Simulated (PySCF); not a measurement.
C4H10MgS, SMILES C[CH](C)[Mg][S]C (GFN2-xTB optimised geometry):

```
16

Mg    -0.389    -1.386     0.000
C     -1.595     0.372     0.000
C     -2.475     0.428     1.242
C     -2.441     0.452    -1.264
H     -0.926     1.246     0.017
H     -3.049     1.361     1.268
H     -3.188    -0.398     1.254
H     -1.870     0.380     2.151
H     -1.811     0.419    -2.158
H     -3.012     1.386    -1.290
H     -3.155    -0.373    -1.310
S      1.987    -1.386     0.000
C      2.127     0.430    -0.022
H      1.660     0.831    -0.923
H      3.188     0.662    -0.030
H      1.668     0.852     0.873
```

Calculation: PBE0/def2-TZVP (PySCF 2.14.0).

Task: What are the frontier orbital energies and the dipole moment?

Result: HOMO-2 -7.24 eV, HOMO-1 -6.00 eV, HOMO -5.95 eV, LUMO -2.09 eV, LUMO+1 -0.22 eV; dipole moment 3.26 D.

On the same geometry PySCF 2.14.0 with PBE/def2-TZVP gives HOMO-2 -6.10 eV, HOMO-1 -4.97 eV, HOMO -4.82 eV, LUMO -2.71 eV, LUMO+1 -0.86 eV; dipole moment 2.98 D.

Meta-Löwdin charges at PBE0/def2-TZVP: Mg1 1.19, C2 -0.51, C3 -0.34, C4 -0.34, H5 0.09, H6 0.10, H7 0.10, H8 0.10, H9 0.10, H10 0.10, H11 0.10, S12 -0.65, C13 -0.40, H14 0.12, H15 0.14, H16 0.12.
